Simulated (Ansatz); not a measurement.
Si₂₅PH₃₆, a doped nanocrystal cut from the lattice of silicon (P on a surface site), relaxed as a doublet with UKS PBE-D4/def2-SVP in Ansatz, starting from the GFN2-xTB geometry. Force threshold 0.03 eV/Å.

Single mean-field runs in def2-SVP are fitted with def2-universal-jkfit. Another isomer (doublet) lies 0.11 eV lower at PBE0-D4/def2-SVP; other spin states weren't run for this one.

Start:

Cartesian coordinates in Å:
```
P 2.218 -3.330 -0.465
Si -4.434 -2.151 1.845
Si -1.233 -4.114 2.040
Si -4.461 1.783 1.624
Si -1.162 3.749 1.730
Si 2.229 2.029 2.551
Si -0.974 -0.153 1.864
Si -1.163 -2.236 -1.327
Si -1.277 1.708 -1.489
Si 2.047 0.129 -0.759
Si 2.522 -2.049 -3.913
Si 1.747 3.932 -0.909
Si 2.148 1.989 -4.265
Si -3.333 -0.143 2.289
Si -0.126 -2.162 2.739
Si -3.436 -4.010 2.801
Si -1.218 -4.276 -0.275
Si -0.096 1.887 2.741
Si -3.464 3.814 2.151
Si -0.569 3.724 -0.553
Si 3.357 -1.531 0.152
Si 2.729 2.154 0.273
Si -0.331 -0.206 -0.478
Si 2.783 0.099 -3.047
Si 3.059 -3.781 -2.479
Si 2.453 4.007 -3.142
H -5.872 -2.057 2.138
H -4.388 -2.323 0.381
H -0.578 -5.306 2.624
H -5.847 1.732 2.117
H -4.642 1.701 0.167
H -0.564 4.966 2.322
H 2.798 3.132 3.337
H 2.865 0.839 3.141
H -2.561 -1.850 -1.621
H -0.546 -2.353 -2.664
H -2.734 1.593 -1.358
H -1.082 1.745 -2.943
H 2.999 -4.237 0.182
H 1.123 -2.134 -4.361
H 3.295 -2.276 -5.144
H 2.155 5.194 -0.256
H 0.737 1.871 -4.658
H 2.838 2.015 -5.563
H -3.330 -0.052 3.776
H 0.062 -2.052 4.192
H 1.250 -2.224 2.215
H -3.478 -3.878 4.264
H -4.154 -5.269 2.569
H -0.198 -5.217 -0.792
H -0.483 1.901 4.169
H -3.753 4.129 3.561
H -4.100 4.941 1.448
H -1.260 4.859 -1.199
H 3.490 -1.641 1.606
H 4.722 -1.668 -0.387
H 4.189 2.277 0.102
H 4.254 0.306 -2.918
H 2.578 -5.139 -2.753
H 4.521 -3.885 -2.319
H 1.805 5.121 -3.855
H 3.876 4.382 -3.220
```

Q: Estimate the energy that the relaxation releases and the steps that it takes.

A: 136.4 kJ/mol, in 11 steps; 51 s on 4 threads of AMD EPYC 7R13 on a shared host and a share (37 GiB) of an NVIDIA H100 80GB HBM3. The force fell under the threshold at step 10, but the optimiser went on. No frequencies were taken in this run, so the end may be a saddle point.

Q: Does the start keep its bonding and symmetry?

A: By distances, no bond broke or formed. The bond that changes most is P1–H39, from 1.36 to 1.44 Å (atoms count from 1).

Q: Predict the relaxed structure.

A: 
```xyz
62

P     1.880   -3.321   -0.256
Si   -4.230   -2.187    1.608
Si   -0.995   -3.985    2.031
Si   -4.394    1.676    1.493
Si   -1.085    3.706    1.730
Si    2.261    2.094    2.558
Si   -0.842   -0.139    1.766
Si   -1.183   -2.099   -1.527
Si   -1.321    1.641   -1.544
Si    2.074    0.175   -0.703
Si    2.426   -1.975   -3.892
Si    1.673    3.960   -0.850
Si    2.060    1.922   -4.233
Si   -3.157   -0.185    2.233
Si    0.010   -2.026    2.887
Si   -3.227   -3.968    2.775
Si   -1.176   -4.093   -0.300
Si   -0.068    1.848    2.766
Si   -3.393    3.690    2.190
Si   -0.647    3.678   -0.584
Si    3.284   -1.596    0.248
Si    2.766    2.200    0.264
Si   -0.249   -0.179   -0.506
Si    2.846    0.132   -2.924
Si    2.660   -3.766   -2.362
Si    2.384    3.967   -3.099
H    -5.702   -2.063    1.919
H    -4.080   -2.400    0.122
H    -0.260   -5.210    2.526
H    -5.771    1.574    2.104
H    -4.554    1.647   -0.004
H    -0.476    4.969    2.297
H     2.707    3.353    3.261
H     2.988    0.923    3.173
H    -2.602   -1.694   -1.849
H    -0.493   -2.350   -2.845
H    -2.811    1.468   -1.402
H    -1.004    1.648   -3.018
H     2.555   -4.426    0.379
H     1.051   -1.999   -4.505
H     3.426   -2.225   -4.996
H     2.067    5.280   -0.226
H     0.609    1.716   -4.571
H     2.837    1.962   -5.527
H    -3.206   -0.131    3.746
H    -0.372   -1.897    4.342
H     1.513   -2.083    2.814
H    -3.333   -3.703    4.257
H    -3.909   -5.278    2.467
H    -0.341   -5.182   -0.935
H    -0.462    1.825    4.225
H    -3.577    3.801    3.684
H    -4.067    4.877    1.545
H    -1.369    4.830   -1.246
H     3.434   -1.509    1.741
H     4.656   -1.706   -0.376
H     4.259    2.309    0.044
H     4.347    0.279   -2.810
H     1.890   -4.967   -2.853
H     4.122   -4.136   -2.293
H     1.705    5.084   -3.854
H     3.869    4.242   -3.107
```
Bond lengths: 31 × Si–Si 2.34 to 2.37 Å; 2 × P–Si 2.28 to 2.29 Å; 35 × H–Si 1.50 to 1.51 Å; 1 × H–P 1.44 Å.
